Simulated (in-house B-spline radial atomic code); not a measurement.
Ionising Se6+ with different functionals

Computed with a radial B-spline atomic code at the basis-set limit: non-relativistic Hamiltonian, point nucleus, spin-polarised at highest spin, spherical fractional occupations for the functionals, the average over the highest-spin determinants for Hartree-Fock. The ionisation energy is the difference of two self-consistent energies, [Ar] 3d10 → [Ar] 3d9, without Breit or QED terms; ε is the level of the shell that loses the electron (its least bound occupied spin orbital). There is no spin-orbit coupling in this Hamiltonian.

Hybrids are left out here: with spherical fractional occupations of an open shell their exact exchange keeps a self-interaction that integer-occupation calculations don't have.

```csv
method,rung,ΔSCF (eV),-ε(3d) (eV)
Hartree-Fock,Hartree-Fock,154.48,158.43
LDA VWN5,LDA,156.48,141.04
LDA PW92,LDA,156.47,141.02
LDA exchange-only,LDA,154.24,138.86
PBE,GGA,156.14,140.70
PBEsol,GGA,156.09,140.66
BLYP,GGA,156.03,140.60
RPBE,GGA,156.05,140.61
PW91,GGA,156.31,140.87
BP86,GGA,?,?
AM05,GGA,?,?
OLYP,GGA,156.88,141.43
TPSS,meta-GGA,156.06,140.65
SCAN,meta-GGA,156.93,141.63
r2SCAN,meta-GGA,156.96,141.67
M06-L,meta-GGA,156.92,141.60
revTPSS,meta-GGA,155.94,140.54
```

Problem. What does BP86 give?

Solution. ΔSCF 156.21 eV, and -ε(3d) = 140.76 eV.

Problem. What does AM05 give?

Solution. ΔSCF 156.14 eV, and -ε(3d) = 140.70 eV.

Problem. How do they compare with the NIST value?

Solution. NIST lists 155.33 eV ± 0.012 (measured, ground level to ground level). Errors run from -1.09 to +1.64 eV; revTPSS is closest (+0.61 eV), but part of that can be cancellation, since the calculations leave out relativity, Breit-QED terms, multiplet and fine-structure energies. Hartree-Fock also lacks correlation.
